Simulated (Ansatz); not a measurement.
A run for Ansatz (a first-principles code): R-CCSD(T)/aug-cc-pVDZ on CH2OSe (a complex), monomers drawn apart or pushed together. The run froze 16 orbitals, filled d shells among them.

Ansatz 0.2 input:
```yaml
crystal:
  periodic: [false, false, false]
  atoms:
    - {symbol: C, position_ang: [0.63947630, 0.12382111, 0.21118088]}
    - {symbol: O, position_ang: [-0.32863329, 0.25683449, -0.34630877]}
    - {symbol: Se, position_ang: [-0.07100526, -0.28185406, 3.46354377]}
    - {symbol: H, position_ang: [0.94586549, 0.74702005, 3.20180924]}
    - {symbol: H, position_ang: [0.80622598, -1.32814740, 2.91868599]}
basis:
  gaussian:
    orbitals: aug-cc-pVDZ
magnetization: {spin_polarized: false}
correlation: {method: ccsd_t, electrons: outside_noble_gas}
scf: {lower_state_search: off}
```

Program output:

```
WARN ansatz: RAYON_NUM_THREADS=1 ignored (pool sized by the plan → 1); use --threads N
Functional definition: HF
these checks for a lower state are left out or cut short: stability, starts, cluster_reference, orbital_swaps, neighbouring_geometries, increment
integrals: 0.14 GiB planned
1034 factors; integrals over basis functions are off by at most 1.1e-3 eV
mean field: 0.30 GiB planned
mean field evaluation 1: about -68400.0998 eV, gradient 2.8e1 eV
mean field evaluation 2: about -68400.1403 eV, gradient 2.8e1 eV
mean field evaluation 4: about -68401.9393 eV, gradient 2.7e0 eV
mean field evaluation 8: about -68401.9745 eV, gradient 1.6e-1 eV
mean field -68401.97471701 eV, -2513.7262063262 hartree, gradient 5.3e-6 eV, S^2 0.000000; 0 other end points of the search recorded, 0 dependent functions left out
16 core orbitals not correlated
reference -68401.97471701 eV, -2513.7262063262 hartree; 9, 9 occupied and 75, 75 virtual orbitals, 1034 factors
second order -11.93388569 eV of doubles, -0.00000000 eV of singles
coupled cluster: 0.31 GiB planned
cycle   1  -12.18341726 eV  change   -2.5e-1 eV  update   1.1e-1
cycle   2  -12.60081150 eV  change   -4.2e-1 eV  update   3.4e-2
cycle   3  -12.72069312 eV  change   -1.2e-1 eV  update   1.7e-2
cycle   4  -12.71282588 eV  change    7.9e-3 eV  update   3.2e-3
cycle   5  -12.71431143 eV  change   -1.5e-3 eV  update   1.0e-3
cycle   6  -12.71414982 eV  change    1.6e-4 eV  update   2.7e-4
cycle   7  -12.71405148 eV  change    9.8e-5 eV  update   8.3e-5
cycle   8  -12.71406340 eV  change   -1.2e-5 eV  update   2.9e-5
cycle   9  -12.71405997 eV  change    3.4e-6 eV  update   9.1e-6
perturbative correction -0.46251668 eV, -0.0169971746 hartree
Total energy: -68415.15129366 eV, -2514.2104365867 hartree
Checks for a lower state left out: stability, starts, cluster_reference, orbital_swaps, neighbouring_geometries, increment
```

The run converged.

Cost: roughly 6 core-seconds.
